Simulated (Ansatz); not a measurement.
anisole (C7H8O), singlet, at a GFN2-xTB geometry; REVPBE/STO-3G run with Ansatz (a quantum-chemistry and plane-wave program).

Input for Ansatz:
Ansatz 0.2 input:
```yaml
crystal:
  periodic: [false, false, false]
  atoms:
    - {symbol: C, position_ang: [-2.76564113, 0.24474505, -0.12444023]}
    - {symbol: O, position_ang: [-1.68690838, -0.46492555, -0.68070261]}
    - {symbol: C, position_ang: [-0.42665754, -0.18687962, -0.24039320]}
    - {symbol: C, position_ang: [0.59851766, -0.92608697, -0.83281670]}
    - {symbol: C, position_ang: [1.91010832, -0.72287747, -0.45941363]}
    - {symbol: C, position_ang: [2.22421125, 0.21857305, 0.50911986]}
    - {symbol: C, position_ang: [1.21089744, 0.95130888, 1.09673826]}
    - {symbol: C, position_ang: [-0.11137104, 0.75662985, 0.73032410]}
    - {symbol: H, position_ang: [-3.65698679, -0.13812627, -0.61922429]}
    - {symbol: H, position_ang: [-2.84912455, 0.07153434, 0.95364028]}
    - {symbol: H, position_ang: [-2.68159491, 1.31998645, -0.31423270]}
    - {symbol: H, position_ang: [0.33508288, -1.65380074, -1.58419238]}
    - {symbol: H, position_ang: [2.69350327, -1.30170750, -0.92586391]}
    - {symbol: H, position_ang: [3.25103115, 0.37758850, 0.80137780]}
    - {symbol: H, position_ang: [1.44370153, 1.68750866, 1.85242260]}
    - {symbol: H, position_ang: [-0.88073533, 1.34394427, 1.20698272]}
basis:
  gaussian:
    orbitals: STO-3G
hamiltonian:
  xc: revpbe
accuracy: high
```

The log (banner, timings and long lists left out):

```
Functional definition: revPBE
1093 factors; integrals over basis functions are off by at most 4.4e-9 eV
mean field evaluation 1: about -9315.7765 eV, gradient 1.3e1 eV
mean field evaluation 2: about -9314.8552 eV, gradient 2.1e1 eV
mean field evaluation 4: about -9316.2848 eV, gradient 1.6e0 eV
mean field evaluation 8: about -9316.0439 eV, gradient 7.8e-2 eV
mean field evaluation 16: about -9316.0439 eV, gradient 1.8e-5 eV
mean field -9316.04394627 eV, -342.3583003840 hartree, gradient 3.3e-8 eV, S^2 0.000000; 0 other end points of the search recorded, 0 dependent functions left out
reference -9316.04395011 eV, -342.3583005253 hartree; 29, 29 occupied and 19, 19 virtual orbitals, 1093 factors
Total energy: -9316.04395011 eV, -342.3583005253 hartree
```
